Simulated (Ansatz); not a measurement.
Ansatz (a first-principles code) input:
A basis named .json is the Basis Set Exchange file of that set.

Ansatz 0.2 input:
```yaml
crystal:
  periodic: [false, false, false]
  atoms:
    - {symbol: Si, position_ang: [-0.02445669, 0.08713743, 0.02825071]}
    - {symbol: Cl, position_ang: [-0.26912036, 1.68735511, -1.21705003]}
    - {symbol: Cl, position_ang: [-0.37966020, 0.62420314, 1.96647715]}
    - {symbol: O, position_ang: [1.51280443, -0.38428037, -0.16442646]}
    - {symbol: C, position_ang: [2.15555706, -1.40431567, 0.59778308]}
    - {symbol: O, position_ang: [-1.10400197, -1.07225325, -0.30779430]}
    - {symbol: C, position_ang: [-1.29474035, -1.66271203, -1.59213991]}
    - {symbol: H, position_ang: [2.23416241, -1.10867236, 1.64567735]}
    - {symbol: H, position_ang: [1.60829979, -2.34751143, 0.53191624]}
    - {symbol: H, position_ang: [3.15408802, -1.53944199, 0.18643900]}
    - {symbol: H, position_ang: [-1.66414854, -0.92224584, -2.30411854]}
    - {symbol: H, position_ang: [-2.03308619, -2.45460649, -1.48134396]}
    - {symbol: H, position_ang: [-0.36297213, -2.08950099, -1.97043392]}
basis:
  gaussian:
    orbitals: aug-cc-pV_D+d_Z.json
magnetization: {spin_polarized: false}
correlation: {method: ccsd_t, electrons: outside_noble_gas}
output: {forces: true}
```

Which total energy does the run end on?

-1438.31292 Eh (CCSD(T)/aug-cc-pV(D+d)Z). The basis has 242 functions. The run takes about 80 core-minutes (a rough figure).
